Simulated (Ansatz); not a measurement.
**What each rung costs, and what it gives**

Saddle point of CH7GaS, closed shell (CH₅Ga ([CH3][GaH2]) + H₂S → GaH₃S ([SH][GaH2]) + CH₄; bonds formed: C2–H5; dative contacts that become bonds: Ga1–S6; bonds broken: Ga1–C2, H5–S6), PBE0-D4/def2-TZVP structure:

```xyz
10
angstrom
Ga -0.9049 0.2181 0.7059
C 0.4835 0.7047 -0.8572
H -2.1886 -0.4070 0.0813
H -0.7507 1.2600 1.8537
H 0.7229 -0.4564 0.1029
S 0.6715 -1.6017 1.2344
H -0.1421 1.5660 -1.1295
H 1.4706 1.1102 -0.6266
H 0.5382 0.0697 -1.7431
H 0.0996 -2.4636 0.3782
```

Barriers are electronic and count from the start structure reached by relaxing down the imaginary mode.

Program: Ansatz 0.2.0. Basis: as named in each row. Cores are frozen in the correlated methods. Filled d shells of the heavier atoms are correlated. The def2 sets are not built for correlating such inner shells, so the correlated values are less sure here. B3LYP uses VWN-RPA correlation. Extrapolation: Hartree–Fock as exp(−7.88 √X), correlation as X^−2.97.

Times are rough, for one single point on 4 threads of a shared host (Arm Neoverse V2).

The estimate by CCSD(T) at an estimated basis limit (MP2 extrapolated from triple and quadruple zeta, plus CCSD(T) − MP2 in triple zeta) is 89.6 kJ/mol.

```tsv
method	basis	time (s)	barrier (kJ/mol)	method less estimate
HF	STO-3G	under 1	236.9	147.3
SPW92	def2-SVP	under 1	41.1	-48.5
PBE-D4	STO-3G	under 1	110.7	21.1
B3LYP-D4	6-31G	under 1	81.2	-8.4
PBE-D4	def2-SVP	under 1	60.2	-29.4
PBE0-D4	def2-SVP	1	75.5	-14.1
SPW92	def2-TZVPP	1	44.7	-44.9
PBE-D4	def2-TZVPP	2	62.6	-27.0
BLYP-D4	def2-TZVPP	2	78.9	-10.7
B3LYP-D4	def2-TZVPP	2	88.5	-1.1
BHLYP-D4	def2-TZVPP	2	105.6	16.0
PBE0-D4	def2-TZVPP	2	75.9	-13.7
CAM-B3LYP-D4	def2-TZVPP	2	96.2	6.6
CCSD(T)	def2-SVP	3	109.0	19.4
r2SCAN-D4	def2-TZVPP	3	69.3	-20.3
RPA on PBE	def2-TZVPP	4	96.4	6.8
wB97M-V	def2-SVP	4	91.6	2.0
r2SCAN0-D4	def2-TZVPP	4	79.9	-9.7
B2PLYP	def2-TZVPP	4	91.9	2.3
PBE-QIDH	def2-TZVPP	4	86.2	-3.4
wB97X-V	def2-TZVPP	6	96.6	7.0
wB97M-V	def2-TZVPP	7	93.7	4.1
B97M-V	def2-TZVPP	8	82.9	-6.7
MP2	def2-QZVPP	17	84.1	-5.5
CCSD(T)	def2-TZVPP	70	95.2	5.6
```

All methods are single points on the PBE0-D4 structures.

No T1 diagnostic of these runs exceeds 0.013.

Exchanges of this kind with a chalcogen hydride build sulfide and selenide films.

Labels in which every atom is bracketed show which atoms are joined, not bond orders.
